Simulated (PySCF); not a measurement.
## Telling isomers of C$_{7}$H$_{11}$NO apart by NMR

- PBE0/pcSseg-1 with gauge-including orbitals
- geometry from GFN2-xTB
- run in PySCF 2.14
- a single conformation, non-relativistic, no solvent, one averaged value for each set of equivalent atoms

Referencing at the same level of theory: $^{1}$H, $^{13}$C vs TMS. Where no couplings were computed, multiplicities follow the n + 1 count of equivalent neighbours, and m marks all less simple cases (inequivalent or close neighbours, rings, F or P nearby). Acid and N–H amide carbonyl carbons lie up to 10 ppm further downfield in solution (hydrogen bonding). Shifts are as computed. Against solution values, carbons near 30 ppm lie about +3 ppm off and those near 130 ppm about +5 ppm. Of 1211 compounds with measured shifts, 218 miss one by over three times the rms of a fit or turn the order of signals round; such compounds aren't used in these exercises. OH and NH positions are gas-phase values without hydrogen bonding to other molecules.

(1) Tabulate the signals of `CC#C[C@@H](C)C(=O)NC`, `C=C1CC[C@H]1NC(C)=O` and their relative energies.

(2) What is the quickest way to tell CC#C[C@@H](C)C(=O)NC from C=C1CC[C@H]1NC(C)=O?

Answers

(1) 
```tsv
SMILES	carbon types	δC	δH	E rel. (kcal/mol)
CC#C[C@@H](C)C(=O)NC	3×C 1×CH 3×CH3	173.0, 87.5, 87.4, 37.7, 26.5, 24.3, 4.6	5.54 (br, 1H), 3.10 (q, 1H), 3.07 (d, 3H), 2.05 (s, 3H), 1.36 (d, 3H)	9.7
C=C1CC[C@H]1NC(C)=O	2×C 1×CH 3×CH2 1×CH3	167.7, 163.5, 115.3, 50.0, 29.0, 26.9, 24.4	5.46 (m, 1H), 5.44 (m, 1H), 5.36 (m, 1H), 4.55 (br, 1H), 2.59 (m, 1H), 2.55 (m, 1H), 2.50 (m, 1H), 1.89 (s, 3H), 1.62 (m, 1H)	0.0
```

Energies are electronic energies at PBE0/pcSseg-1 on these geometries, without zero-point or thermal terms, each for the one conformer computed, which needn't be the lowest.

(2) Both give the same number of carbon signals, but DEPT or the intensities differ. The first has an alkyne carbon (C) at 87.5 ppm, the second a terminal =CH2 carbon at 115.3 ppm. Their most deshielded carbons lie at 173.0 and 167.7 ppm. In the proton spectra the most deshielded non-exchanging signals are 3.10 (q, 1H) and 5.46 (m, 1H).
